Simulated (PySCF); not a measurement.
dibromo(difluoro)methane (CBr2F2), SMILES BrC(Br)(F)F. Heavy atoms are numbered as in [F:1][C:2]([F:3])([Br:4])[Br:5].

The structure is a stationary point at PBE0-D3(BJ)/def2-SVP.

All values below come from KT2/pcSseg-1 (PySCF).

GIAO shieldings, no solvent; atoms alike by connectivity are averaged. δ = σ(ref) − σ: ¹⁹F against CFCl3 (σ = 127.1 ppm); ¹³C against TMS (σ = 185.1 ppm), references at their B3LYP-D3(BJ)/def2-TZVP geometries, non-relativistic (without spin–orbit terms, shifts of atoms bonded to Cl or Br come out too high).

```csv
nucleus,atoms,count,δ (ppm)
¹⁹F,F1,2,-4.8
¹³C,C2,1,151.5
```
